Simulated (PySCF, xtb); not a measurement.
Al(Me)(Cl) (CH3AlCl), SMILES [CH3][Al+][Cl], charge +1.

Harmonic wavenumbers (cm⁻¹) from GFN2-xTB (xtb 6.7.1) at its own minimum, in rising order: 217, 217, 489, 652, 652, 801, 1214, 1324, 1324, 2899, 2901, 2905.

Question: What does B3LYP-D3(BJ)/def2-TZVP (PySCF) give at its own minimum? (An estimate is asked for; the answer gives what the named calculation found.)

Answer: 128, 128, 472, 740, 740, 774, 1228, 1421, 1421, 3032, 3125, 3125. Paired by order, the mean absolute difference is 99 cm⁻¹ and the zero-point energies are 22.3 and 23.3 kcal/mol.
